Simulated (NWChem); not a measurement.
Molecule: BeNH2Cl; SMILES [NH2][Be][Cl]

```xyz
5

Be     0.0006     0.5382     0.0000
Cl     0.0014    -1.2805     0.0000
N     -0.0007     2.0308     0.0000
H     -0.0052     2.6197    -0.8260
H     -0.0052     2.6197     0.8260
```
Atoms are numbered in this order, from 1.

Level: PBE0/def2-SVP (NWChem), optimised geometry, unscaled harmonic frequencies. 

| frequency (cm⁻¹) | IR intensity (km/mol) |
|---|---|
| 244 | 8.1 |
| 282 | 3.7 |
| 446 | 233.1 |
| 514 | 9.3 |
| 662 | 104.7 |
| 1364 | 241.5 |
| 1540 | 151.5 |
| 3625 | 62.7 |
| 3705 | 45.2 |

| Item | Value |
|---|---|
| zero-point energy | 17.7 kcal/mol |
| thermal correction to the enthalpy at 298.15 K (with zero-point energy) | 21.0 kcal/mol |
| heat capacity Cv | 13.1 cal/(mol K) |
| entropy at 298.15 K and 1 atm (symmetry number 2) | 63.5 cal/(mol K) |
| dipole moment | 2.45 D |

Rigid rotor and harmonic oscillator.
